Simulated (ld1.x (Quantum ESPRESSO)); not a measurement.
## Reading a pseudo-wave (scandium (Sc))

Columns: radius, all-electron u(r) and pseudo u(r) of the 3s shell (level -54.88 eV) of scandium in the configuration [Ne] 3s2 3p6 3d1 4s2 4p0; PBEsol, scalar-relativistic, TM semilocal scheme, ld1.x (Quantum ESPRESSO) 7.5.

| r (bohr) | all-electron | pseudo |
| --- | --- | --- |
| 0.158 | -0.3899 | 0.1290 |
| 0.316 | -0.4173 | 0.2902 |
| 0.474 | 0.2066 | 0.5116 |
| 0.632 | 0.7395 | 0.7814 |
| 0.790 | 1.0130 | 1.0032 |
| 0.948 | 1.0730 | 1.0716 |
| 1.106 | 1.0047 | 1.0047 |
| 1.264 | 0.8764 | 0.8764 |
| 1.422 | 0.7309 | 0.7309 |
| 1.580 | 0.5913 | 0.5913 |
| 1.738 | 0.4683 | 0.4683 |
| 1.896 | 0.3651 | 0.3651 |
| 2.054 | 0.2815 | 0.2815 |
| 2.212 | 0.2151 | 0.2151 |
| 2.370 | 0.1634 | 0.1634 |
| 2.528 | 0.1235 | 0.1235 |
| 2.686 | 0.0930 | 0.0930 |
| 2.844 | 0.0698 | 0.0698 |
| 3.002 | 0.0522 | 0.0522 |
| 3.160 | 0.0390 | 0.0390 |
| 3.318 | 0.0291 | 0.0291 |
| 3.476 | 0.0216 | 0.0216 |
| 3.634 | 0.0160 | 0.0160 |
| 3.792 | 0.0119 | 0.0119 |
| 3.950 | 0.0088 | 0.0088 |
| 4.108 | 0.0065 | 0.0065 |

How many radial nodes do the two functions have?

The all-electron 3s function has n − l − 1 = 2 (the table is too coarse to show those close to the nucleus); the pseudo-wave has 0, since the states of the same l below it are removed with the core.

At about which radius was the pseudo-wave matched?

1.10 bohr, where the columns begin to agree (steps of 0.16 bohr).

Is the pseudo-wave norm-conserving?

Yes: the TM semilocal scheme keeps the norm inside the radius equal to the all-electron one, which fixes the energy derivative of the logarithmic derivative at the level.
